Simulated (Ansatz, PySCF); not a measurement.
This singlet lies 1.84 eV below the relaxed triplet at the level B3LYP-D3(BJ)/def2-TZVP (PySCF).

These are Ansatz (a program for electronic structure) with B3LYP-D3(BJ)/def2-TZVP values and carry that method's errors. No frequencies were computed at this level.

Ansatz 0.2 input:
```yaml
crystal:
  periodic: [false, false, false]
  atoms:
    - { symbol: C, position_ang: [-0.933762, 0.259025, -0.003576] }
    - { symbol: C, position_ang: [-0.076641, -0.753792, -0.06137] }
    - { symbol: Ge, position_ang: [1.947862, -0.641957, -0.060006] }
    - { symbol: Cl, position_ang: [2.151036, 1.483344, 0.207868] }
    - { symbol: H, position_ang: [-2.008582, 0.131345, -0.014785] }
    - { symbol: H, position_ang: [-0.587894, 1.280459, 0.060156] }
    - { symbol: H, position_ang: [-0.49202, -1.758425, -0.128287] }
basis:
  gaussian: { orbitals: def2-tzvp }
hamiltonian:
  xc: b3lyp
  dispersion: d3bj
relax:
  max_steps: 150
```

Output:

```
Functional definition: B3LYP
1144 factors; their error is unknown
mean field evaluation 1: about -71157.9863 eV, gradient 5.9e1 eV
mean field evaluation 2: about -71119.0521 eV, gradient 1.2e2 eV
mean field evaluation 4: about -71166.3754 eV, gradient 7.9e0 eV
mean field evaluation 8: about -71166.5067 eV, gradient 2.5e-1 eV
mean field evaluation 16: about -71166.7476 eV, gradient 1.6e-3 eV
mean field -71166.74761709 eV, -2615.3297363740 hartree, gradient 2.9e-5 eV, S^2 0.000000; 0 other end points of the search recorded, 0 dependent functions left out
reference -71166.74786200 eV, -2615.3297453741 hartree; 32, 32 occupied and 133, 133 virtual orbitals, 1144 factors
relax step   1: F+E_penalty+E_count = -71167.08341036 eV  Δ(F+E_penalty+E_count) = +0.000e0 eV  max|allowed force component| = 9.628e-1 eV/Å  Δτ_max = 0.0000 Å  (32 SCF iters, accepted)
these checks for a lower state are left out or cut short: starts, cluster_reference, orbital_swaps, neighbouring_geometries, increment
1144 factors; their error is unknown
mean field -71166.78876853 eV, -2615.3312486616 hartree, gradient 9.3e-6 eV, S^2 0.000000; 0 other end points of the search recorded, 0 dependent functions left out
reference -71166.78901282 eV, -2615.3312576391 hartree; 32, 32 occupied and 133, 133 virtual orbitals, 1144 factors
relax step   2: F+E_penalty+E_count = -71167.12522020 eV  Δ(F+E_penalty+E_count) = -4.181e-2 eV  max|allowed force component| = 2.856e-1 eV/Å  Δτ_max = 0.0380 Å  (33 SCF iters, accepted)
these checks for a lower state are left out or cut short: starts, cluster_reference, orbital_swaps, neighbouring_geometries, increment
1144 factors; their error is unknown
mean field evaluation 32: about -71166.7920 eV, gradient 1.6e-4 eV
mean field -71166.79200095 eV, -2615.3313674507 hartree, gradient 8.4e-6 eV, S^2 0.000000; 0 other end points of the search recorded, 0 dependent functions left out
reference -71166.79224507 eV, -2615.3313764218 hartree; 32, 32 occupied and 133, 133 virtual orbitals, 1144 factors
relax step   3: F+E_penalty+E_count = -71167.12869301 eV  Δ(F+E_penalty+E_count) = -3.473e-3 eV  max|allowed force component| = 1.798e-1 eV/Å  Δτ_max = 0.0176 Å  (33 SCF iters, accepted)
these checks for a lower state are left out or cut short: starts, cluster_reference, orbital_swaps, neighbouring_geometries, increment
1144 factors; their error is unknown
mean field -71166.79159238 eV, -2615.3313524362 hartree, gradient 7.9e-6 eV, S^2 0.000000; 0 other end points of the search recorded, 0 dependent functions left out
reference -71166.79183646 eV, -2615.3313614058 hartree; 32, 32 occupied and 133, 133 virtual orbitals, 1144 factors
relax step   4: F+E_penalty+E_count = -71167.12803875 eV  Δ(F+E_penalty+E_count) = +6.543e-4 eV  max|allowed force component| = 1.934e-1 eV/Å  Δτ_max = 0.0253 Å  (33 SCF iters, rejected (line search))
these checks for a lower state are left out or cut short: starts, cluster_reference, orbital_swaps, neighbouring_geometries, increment
1144 factors; their error is unknown
mean field -71166.79384288 eV, -2615.3314351405 hartree, gradient 8.1e-6 eV, S^2 0.000000; 0 other end points of the search recorded, 0 dependent functions left out
reference -71166.79408689 eV, -2615.3314441075 hartree; 32, 32 occupied and 133, 133 virtual orbitals, 1144 factors
relax step   5: F+E_penalty+E_count = -71167.13028161 eV  Δ(F+E_penalty+E_count) = -1.589e-3 eV  max|allowed force component| = 5.011e-2 eV/Å  Δτ_max = 0.0126 Å  (33 SCF iters, accepted)
these checks for a lower state are left out or cut short: starts, cluster_reference, orbital_swaps, neighbouring_geometries, increment
1144 factors; their error is unknown
mean field -71166.79423283 eV, -2615.3314494707 hartree, gradient 8.6e-6 eV, S^2 0.000000; 0 other end points of the search recorded, 0 dependent functions left out
reference -71166.79447674 eV, -2615.3314584344 hartree; 32, 32 occupied and 133, 133 virtual orbitals, 1144 factors
relax step   6: F+E_penalty+E_count = -71167.13053982 eV  Δ(F+E_penalty+E_count) = -2.582e-4 eV  max|allowed force component| = 3.805e-3 eV/Å  Δτ_max = 0.0165 Å  (33 SCF iters, accepted)
1144 factors; their error is unknown
mean field evaluation 64: about -71158.2278 eV, gradient 5.9e1 eV
mean field -71166.79423283 eV, -2615.3314494707 hartree, gradient 8.0e-6 eV, S^2 0.000000; 1 other end points of the search recorded, 0 dependent functions left out
reference -71166.79447674 eV, -2615.3314584344 hartree; 32, 32 occupied and 133, 133 virtual orbitals, 1144 factors
Total energy: -71167.13078373 eV, -2615.3438174883 hartree
Atom 0 at    -0.922563     0.263645     0.003287 Å, force     0.002554    -0.003554     0.000328 eV/Å
Atom 1 at    -0.074637    -0.764783    -0.063798 Å, force    -0.000159     0.001328    -0.000075 eV/Å
Atom 2 at     1.910796    -0.673673    -0.029971 Å, force    -0.000484    -0.000699     0.001518 eV/Å
Atom 3 at     2.142575     1.529624     0.177087 Å, force    -0.000082     0.000685    -0.001479 eV/Å
Atom 4 at    -2.000252     0.129720    -0.025731 Å, force    -0.002322     0.000262    -0.000439 eV/Å
Atom 5 at    -0.565670     1.284137     0.090311 Å, force     0.000700    -0.001828     0.000904 eV/Å
Atom 6 at    -0.490249    -1.768670    -0.151186 Å, force    -0.000206     0.003805    -0.000756 eV/Å
Dipole moment:    -0.317660    -0.373394    -0.039958 e Å
```

Cost: very roughly 40 core-seconds.
